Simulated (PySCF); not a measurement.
# Stretching ZnN

Set-up: Zn x2c-TZVPPall, N x2c-TZVPPall; spin-free X2C with a Gaussian nucleus (PySCF 2.14). Energies in eV from Zn + N in their ground configurations at the same level. All curves are PBE0. state 1: ⁴Σ⁻ (quartet), unpaired electrons σ ↑, π ↑↑; state 2: Ms = 0.5 determinant of mixed spin (⟨S²⟩ near 1.8), unpaired electrons σ ↓, π ↑↑, a second solution, started from another occupation; state 3: ²Π (doublet), unpaired electrons π ↑, a second solution, started from another occupation.

```csv
R (Å),state 1,state 2,state 3
1.756,0.0408,0.3577,0.5303
1.838,-0.1774,0.1612,0.5158
1.919,-0.2860,0.0841,0.5927
1.981,-0.3197,0.0806,0.6891
2.042,-0.3263,0.1095,0.8070
2.103,-0.3151,0.1611,0.9381
2.185,-0.2844,0.2515,1.1226
2.287,-0.2358,0.3805,1.3549
2.410,-0.1790,0.5347,1.6183
2.573,-0.1198,0.7110,1.9242
```

Task: Put a parabola through the three lowest points of the state 1 curve and estimate Re, k and ωe (reduced mass 11.49 u; 1 eV/Å² = 0.16022 mdyn/Å; ωe = 1302.8·√(k/μ) cm⁻¹).

Result: Through R = 1.981, 2.042, 2.103 Å the second-order coefficient is 2.39 eV/Å², so Re ≈ 2.034 Å, k ≈ 0.766 mdyn/Å and ωe ≈ 336 cm⁻¹. A polynomial fit of higher order to the unrounded PBE0 energies gives Re = 2.030 Å, k = 0.820 mdyn/Å, ωe = 348 cm⁻¹; anharmonicity and rounding make the difference.

The higher-order fit for each curve: state 1: Re = 2.030 Å, ωe = 348 cm⁻¹, De = 0.327 eV; state 2: Re = 1.955 Å, ωe = 483 cm⁻¹, minimum 0.077 eV above the ground-state fragments; state 3: Re = 1.806 Å, ωe = 616 cm⁻¹, minimum 0.51 eV above the ground-state fragments.

⟨S²⟩ is raised (ZnN 1.04), so spin contamination touches these numbers. The bond is weak. Basis-set superposition, not corrected here, can be much of De in a small basis, most of all at correlated wavefunction levels. Functionals without a dispersion term scatter widely for such bonds, and LDA overbinds them. The state was picked by a PBE0 search and need not be the measured ground state.
